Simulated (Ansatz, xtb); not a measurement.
## Two isomers of FGeH5SSi

Structure X is `[F][GeH2][SiH2]S`, a singlet and structure Y is `F[Si@@H](S)[GeH3]`, a singlet. Both are isolated molecules in the gas phase, relaxed with B3LYP/def2-SVP; the shapes shown needn't be the lowest conformers.

X (Å):

```tsv
atom	x (Å)	y (Å)	z (Å)
F	-0.6413	-1.2440	0.9494
Ge	0.3664	0.0833	1.5506
S	-3.0296	1.2892	1.2782
Si	-1.0011	1.9833	1.0043
H	1.7136	-0.0542	0.8080
H	0.5446	-0.1808	3.0608
H	-0.7054	2.4382	-0.3863
H	-0.7790	3.1261	1.9335
H	-2.7333	0.0376	0.8471
```

Y (Å):

```xyz
9

F     0.7157   -0.8690    1.7554
Ge   -0.6080   -0.2846   -1.2000
S     2.6445    0.9081    0.0406
Si    0.6698    0.3870    0.7083
H     0.0746    1.5237    1.4621
H     3.0002    1.5450    1.1820
H    -1.9562   -0.8778   -0.7434
H    -0.8816    0.9292   -2.1113
H     0.1582   -1.3524   -2.0058
```

**Question.** Estimate which is lower in electronic energy at CCSD(T)/def2-SVP + ΔMP2/def2-TZVPP, and by roughly how much.

**Answer.** The CCSD(T)/def2-SVP + ΔMP2/def2-TZVPP calculation puts structure Y lower, by 19.2 kcal/mol.

The same difference at several levels:

```csv
level,geometry,E(Y) − E(X) (kcal/mol),departure from the last row (kcal/mol),"job, with rough time for the two"
GFN2-xTB,GFN2-xTB,−4.6,+14.7,"optimisation, 0.33 s"
HF/STO-3G,GFN2-xTB,−17.0,+2.2,"single point, 0.44 s"
r2SCAN-D4/def2-SVP,GFN2-xTB,−16.3,+3.0,"single point, 3.2 s"
B3LYP/def2-SVP,B3LYP/def2-SVP,−16.0,+3.3,"optimisation, 65 s"
HF/def2-SVP,B3LYP/def2-SVP,−16.0,+3.2,part of the CCSD(T) run
MP2/def2-SVP,B3LYP/def2-SVP,−16.5,+2.7,part of the CCSD(T) run
CCSD(T)/def2-SVP,B3LYP/def2-SVP,−16.1,+3.2,single point
CCSD(T)/def2-SVP + ΔMP2/def2-TZVPP,B3LYP/def2-SVP,−19.2,,"single point, 27 s"
```

As drawn, Y has 1 F–Si, 1 Ge–H in place of 1 F–Ge, 1 Si–H.

The levels shown agree on the order. The largest departure from CCSD(T)/def2-SVP + ΔMP2/def2-TZVPP is that of GFN2-xTB, 14.7 kcal/mol. The last row adds to CCSD(T) the change of the MP2 difference between the two basis sets, here −3.2 kcal/mol, a large step that makes the value less sure.

With harmonic frequencies from B3LYP/def2-SVP (ideal gas, rigid rotor, one conformer each, 298.15 K, 1 atm): on the last row, ΔE + ΔZPE = −19.6 kcal/mol. A mode under 50 cm⁻¹ makes harmonic enthalpies and free energies unreliable, so none is given.

The correlated steps freeze 20 core orbitals; the filled d shell of Ge is correlated, in a basis made for valence electrons. Run with Ansatz 0.2.0, xtb 6.7.1; the last row on 2 threads of Intel(R) Xeon(R) 6975P-C (Granite Rapids) on a shared host.
